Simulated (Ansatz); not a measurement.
The cluster Rb4H5⁻, relaxed as a singlet with RKS B3LYP-D4/def2-SVPD in Ansatz, starting from the GFN2-xTB geometry. Force threshold 0.02 eV/Å.

In the def2 sets Rb takes a core potential; there is no spin–orbit coupling. Another isomer (singlet) lies 0.42 eV lower at PBE0-D4/def2-TZVPD; other spin states weren't run for this one.

Start:

| atom | x (Å) | y (Å) | z (Å) |
| --- | --- | --- | --- |
| Rb1 | -0.9749 | 1.7522 | -1.7701 |
| Rb2 | 2.1411 | 0.0826 | 0.4589 |
| Rb3 | -0.9471 | -2.2488 | -1.1007 |
| Rb4 | -1.7588 | 0.4766 | 1.9827 |
| H5 | -0.1928 | 2.5525 | 0.8437 |
| H6 | -3.4012 | -0.1920 | -0.7245 |
| H7 | 0.7074 | -0.4468 | -2.5824 |
| H8 | -0.0173 | -2.1706 | 1.9540 |
| H9 | 4.4436 | 0.1942 | 0.9384 |

(1) Estimate the energy that the relaxation releases and the steps that it takes.

(2) Does the start keep its bonding and symmetry?

(3) Predict the relaxed structure.

Results:

(1) 31.0 kJ/mol, in 9 steps; 46 s on 4 threads of Intel Xeon Platinum 8175M on a shared host. The force fell under the threshold at step 8, but the optimiser went on. No frequencies were taken in this run, so the end may be a saddle point.

(2) By distances, no bond broke or formed. The bond that changes most is Rb2–H9, from 2.35 to 2.68 Å (atoms count from 1).

(3) 
```xyz
9

Rb   -0.880    1.803   -1.818
Rb    2.204    0.059    0.511
Rb   -1.102   -2.318   -1.162
Rb   -1.914    0.486    2.010
H    -0.195    2.106    0.765
H    -3.350   -0.041   -0.822
H     0.547   -0.455   -2.131
H    -0.144   -2.106    1.825
H     4.834    0.465    0.822
```
Bond lengths (bridged metal pairs left out): 4 × Rb–Rb 4.24 to 4.40 Å; 5 × H–Rb 2.67 to 2.69 Å.
